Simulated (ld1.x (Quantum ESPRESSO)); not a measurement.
# u(r) = r·R(r): atom against pseudo-atom (H (Z = 1))

Columns: radius, all-electron u(r) and pseudo u(r) of the 1s shell (level -6.54 eV) of hydrogen in the configuration 1s1; revPBE, scalar-relativistic, TM scheme, ld1.x (Quantum ESPRESSO) 7.5.

| r (bohr) | all-electron | pseudo |
| --- | --- | --- |
| 0.042 | 0.0779 | 0.0686 |
| 0.085 | 0.1509 | 0.1376 |
| 0.128 | 0.2174 | 0.2044 |
| 0.170 | 0.2766 | 0.2663 |
| 0.212 | 0.3304 | 0.3241 |
| 0.255 | 0.3804 | 0.3781 |
| 0.298 | 0.4254 | 0.4266 |
| 0.340 | 0.4650 | 0.4685 |
| 0.382 | 0.5006 | 0.5050 |
| 0.425 | 0.5331 | 0.5374 |
| 0.467 | 0.5614 | 0.5648 |
| 0.510 | 0.5870 | 0.5893 |
| 0.552 | 0.6090 | 0.6102 |
| 0.595 | 0.6286 | 0.6291 |
| 0.638 | 0.6455 | 0.6456 |
| 0.680 | 0.6597 | 0.6597 |
| 0.722 | 0.6717 | 0.6717 |
| 0.765 | 0.6818 | 0.6818 |
| 0.807 | 0.6898 | 0.6898 |
| 0.850 | 0.6963 | 0.6963 |
| 0.892 | 0.7010 | 0.7010 |
| 0.935 | 0.7043 | 0.7043 |
| 0.977 | 0.7061 | 0.7061 |
| 1.020 | 0.7068 | 0.7068 |
| 1.062 | 0.7062 | 0.7062 |
| 1.105 | 0.7047 | 0.7047 |

(1) How many radial nodes do the two functions have?

(2) At about which radius was the pseudo-wave matched?

(3) Is the pseudo-wave norm-conserving?

Answers

(1) The all-electron 1s function has n − l − 1 = 0; the pseudo-wave has 0.

(2) 0.75 bohr. The columns agree to 0.0005 from 0.59 bohr on; several derivatives are matched, so the curves merge somewhat inside the radius.

(3) Yes: the TM scheme keeps the norm inside the radius equal to the all-electron one, which fixes the energy derivative of the logarithmic derivative at the level.
